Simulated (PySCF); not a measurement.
Compound: C4H11AlO.
SMILES: `CCCC[O][AlH2]`

Jobs on this species (17 atoms, 56 electrons) with PySCF (density fitting). Hardware of each: Arm Neoverse V1, one thread, on a shared host. Other jobs ran on the host; a repeat could differ by tens of per cent or more.

```csv
level and settings,work,basis functions,SCF cycles,wall time
CAM-B3LYP/def2-SVPD,"10 singlets by full TDDFT, 4 Tamm–Dancoff triplets, polarisability, ΔSCF ions",215,?,?
"delta-SCF UKS SCAN, pcX-2 on the ionised atom, pcseg-1 elsewhere, spin-free X2C","ΔSCF core ionisation, 7 holes",185,?,?
"PBE0-D3(BJ)/def2-SVP, grid level 1",geometry optimisation from a GFN2-xTB start,143,109,2.3 min
PBE0/pcSseg-1,"shieldings, charges and field gradients",164,13,19 s
B3LYP/pcSseg-1,shieldings,164,13,16 s
```

Q: Fill in the missing figures.

A: 
- CAM-B3LYP/def2-SVPD; 10 singlets by full TDDFT, 4 Tamm–Dancoff triplets, polarisability, ΔSCF ions: 4.4 min, 12 SCF cycles
- delta-SCF UKS SCAN, pcX-2 on the ionised atom, pcseg-1 elsewhere, spin-free X2C; ΔSCF core ionisation, 7 holes: 84 s, 109 SCF cycles

Q: What do all jobs in the table cost together?

A: About 8.7 min; the longest takes about 51 % of that, and about 16 times as long as the shortest.
